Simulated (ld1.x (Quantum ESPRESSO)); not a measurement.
**Configuration tests for Br (Z = 35) (RRKJ)**

ld1.x (Quantum ESPRESSO) 7.5 input, shortened:

```
&input
   title='Br', zed=35., rel=1, dft='PBE', iswitch=3,
   config='[Ar] 3d10 4s1.5 4p5.5'
 /
 &inputp
   pseudotype=2, tm=.false., rho0=0.001, lloc=-2, rcloc=1.25,
   nlcc=.true., new_core_ps=.true., rcore=1.00
 /
3
4S  1  0   1.50   0.00  1.35  1.35  0.0
4P  2  1   5.50   0.00  1.70  1.70  0.0
3D  3  2  10.00   0.00  1.10  1.10  0.0
 &test
   configts(1)='3d10 4s1.5 4p5.5'
 /
```

Energies are relative to the spin-unpolarised reference configuration 3d10 4s1.5 4p5.5; without spin polarisation the order of configurations can differ from experiment.

(1) Give the all-electron excitation energy and the error of the potential for: 3d10 4s2 4p5; 3d10 4s2 4p4; 3d10 4s2 4p3; 3d10 4s2 4p1; 3d10 4s2 4p5.3; 3d9 4s2 4p5; 3d10 4s2 4p2.

## Answers

(1)

| valence configuration | charge | ΔE all-electron (eV) | error AE − PS (meV) |
| --- | --- | --- | --- |
| 3d10 4s2 4p5 | 0 | -6.162 | -0.6 |
| 3d10 4s2 4p4 | +1 | 6.392 | -1.9 |
| 3d10 4s2 4p3 | +2 | 29.153 | +6.4 |
| 3d10 4s2 4p1 | +4 | 109.160 | +87 |
| 3d10 4s2 4p5.3 | -0.3 | -8.125 | +0.4 |
| 3d9 4s2 4p5 | +1 | 72.282 | -235 |
| 3d10 4s2 4p2 | +3 | 63.135 | +33 |
